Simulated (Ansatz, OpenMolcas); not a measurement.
## Worked example: vertical ionisation energy of CH5BOSi (SMILES B[SiH2]C=O)

CH5BOSi has 9 atoms, charge 0, and is taken as a singlet. As SMILES, `B[SiH2]C=O`. The coordinates come from a PBE0-D4/def2-TZVP relaxation. This is one conformer, not always the lowest.

Both states at this one shape; open shells run unrestricted unless said. 1 Eh = 27.2114 eV.

| level | program | singlet CH5BOSi (Eh) | doublet CH5BOSi+ (Eh) |
| --- | --- | --- | --- |
| M06-2X/def2-SVP | OpenMolcas | -430.319262 | -429.975870 |
| r2SCAN0/def2-SVP | Ansatz | -430.270641 | -429.931820 |
| HSE06/def2-SVP | Ansatz | -430.099329 | -429.761971 |
| CCSD(T)/def2-SVP, 8 core orbitals frozen | Ansatz | -429.543957 | -429.210337 |

Problem. Work out the vertical ionisation energy at each level.

Solution. 
1. M06-2X/def2-SVP: -429.975870 − (-430.319262) = 0.343392 Eh = 9.34 eV.
2. r2SCAN0/def2-SVP: -429.931820 − (-430.270641) = 0.338821 Eh = 9.22 eV.
3. HSE06/def2-SVP: -429.761971 − (-430.099329) = 0.337358 Eh = 9.18 eV.
4. CCSD(T)/def2-SVP: -429.210337 − (-429.543957) = 0.333620 Eh = 9.08 eV.

No measured value is set beside it here; the levels span 9.08 to 9.34 eV.
